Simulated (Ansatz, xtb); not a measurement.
Two conformers of CH9GeN3O

Structure I is `C[NH][Ge]([NH2])([NH2])[OH]`, a singlet and structure II is `C[NH][Ge]([NH2])([NH2])[OH]`, a singlet. Both are isolated molecules in the gas phase, relaxed with PBE0-D4/def2-SVP.

I (Å):

```csv
atom,x (Å),y (Å),z (Å)
C,-2.4931,0.7023,-0.4539
Ge,0.2202,0.3812,0.4598
N,-1.5928,0.4452,0.6456
N,1.0939,-1.0211,-0.3008
N,0.6088,1.8170,-0.5792
O,0.8458,0.3094,2.1249
H,-3.4064,1.2241,-0.1164
H,-2.8173,-0.2053,-1.0017
H,-1.9970,1.3592,-1.1843
H,-1.9705,-0.1910,1.3402
H,1.2346,-1.8080,0.3254
H,0.7168,-1.3502,-1.1838
H,1.5815,1.8886,-0.8599
H,0.2646,2.7176,-0.2632
H,0.3887,0.9341,2.6971
```

II (Å):

```csv
atom,x (Å),y (Å),z (Å)
C,-2.4995,-0.2306,1.0758
Ge,-0.5027,0.4703,-0.8797
N,-1.8151,-0.5395,-0.1549
N,-0.0836,-0.3197,-2.4623
N,-1.1345,2.1804,-0.7450
O,1.0954,0.4980,-0.0923
H,-2.0366,-0.6774,1.9782
H,-2.5104,0.8602,1.2240
H,-3.5529,-0.5624,1.0506
H,-1.7384,-1.5294,-0.3615
H,0.8749,-0.1582,-2.7571
H,-0.7157,-0.1404,-3.2356
H,-2.0677,2.3327,-1.1159
H,-0.5110,2.9069,-1.0834
H,1.0621,0.9310,0.7666
```

Energies in hartree; the thermal terms are from GFN2-xTB frequencies at re-optimised GFN2-xTB minima (ideal gas, soft modes damped towards free rotors, one conformer each, 298.15 K, 1 atm) and include the zero-point energy:

```
                               I            II
E, CCSD(T)/def2-SVP  −2357.421995  −2357.422398
    E, MP2/def2-SVP  −2357.350885  −2357.351293
  E, MP2/def2-TZVPP  −2358.208822  −2358.209037
  zero-point energy      0.114280      0.114207
       H(298 K) − E      0.126149      0.126138
       G(298 K) − E      0.078919      0.078705
```

Question: Correct the CCSD(T) difference for the basis set by the MP2 change, then work out ΔE, ΔE₀, ΔH and ΔG for I → II in kcal/mol (1 Eh = 627.51 kcal/mol) and the equilibrium ratio [II]/[I].

Answer: 1. Differences II − I: CCSD(T) −0.000403, MP2 in the small set −0.000408, MP2 in the large set −0.000215 Eh.
2. ΔE = −0.000403 + (−0.000215 − (−0.000408)) = −0.000210 Eh = −0.13 kcal/mol.
3. ΔE₀ = ΔE + ΔZPE = −0.000210 + (−0.000073) Eh = −0.18 kcal/mol.
4. ΔH = ΔE + (−0.000011) Eh = −0.14 kcal/mol.
5. ΔG = ΔE + (−0.000214) Eh = −0.27 kcal/mol, so ΔS = (ΔH − ΔG)/T = +1.8 J/(mol K).
6. kT = 0.9442 mEh, so K = [II]/[I] = exp(−ΔG/kT) = exp(+0.45) ≈ 1.6.

The two are too close for this level to say which is favoured. An error of 1 kcal/mol in ΔG would change K by a factor of 5.4. Mirror images and further conformers aren't counted.

Other levels gave ΔE = −0.3 (PBE0-D4/def2-SVP); −0.3 (HF/def2-SVP); −0.3 (MP2/def2-SVP); −0.3 (CCSD(T)/def2-SVP) kcal/mol. The correlated steps freeze 14 core orbitals; the filled d shell of Ge is correlated, in a basis made for valence electrons. Programs: Ansatz 0.2.0, xtb 6.7.1.
